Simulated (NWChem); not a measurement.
1,1,1,3,3-pentafluoropropane (C3H3F5); SMILES FC(F)CC(F)(F)F

```xyz
11

F     -0.7873    -2.5271    -0.0908
C     -0.0886    -1.4124     0.2806
F      1.2168    -1.5898    -0.0733
C     -0.6733    -0.2067    -0.4394
C     -0.0594     1.1191    -0.0290
F      1.2410     1.2095    -0.3737
F     -0.7137     2.1484    -0.6127
F     -0.1383     1.2939     1.3165
H     -0.1396    -1.3146     1.3891
H     -0.5406    -0.3425    -1.5305
H     -1.7584    -0.1581    -0.2251
```
Atoms are numbered in this order, from 1.

All runs: NWChem. Medium grid unless said otherwise, to which SCAN and Minnesota functionals are sensitive. Coordinates come from a PBE-D3(BJ)/def2-SVP optimisation. Hybrids' shares of exact exchange are those that their runs print; pure functionals count as 0. The functionals differ in more than this share.

```csv
row,share of exact exchange,orbital gap (eV)
PBE/def2-SVP,0.00,8.99
HCTH/407/def2-SVP,0.00,9.08
TPSSh/def2-SVP,0.10,10.56
B3LYP/def2-SVP,0.20,11.23
MN15/def2-SVP,0.44,withheld
```

**Question.** Fit a straight line of the last column on the one before it, predict the withheld value, and compare with the run.

**Answer.** 
1. Means of the 4 shown rows: x = 0.075, y = 9.965. Slope Σ(x − x̄)(y − ȳ)/Σ(x − x̄)² = 0.3125/0.02750 = 11.36; intercept 9.113.
2. The shown rows scatter about the line by 0.185 (root mean square); the largest residual is +0.31, at TPSSh/def2-SVP.
3. At x = 0.44 (MN15/def2-SVP; beyond the shown range) the line gives 14.11.
4. The run gives 13.53, -0.58 from the line, 3.1 times the scatter.
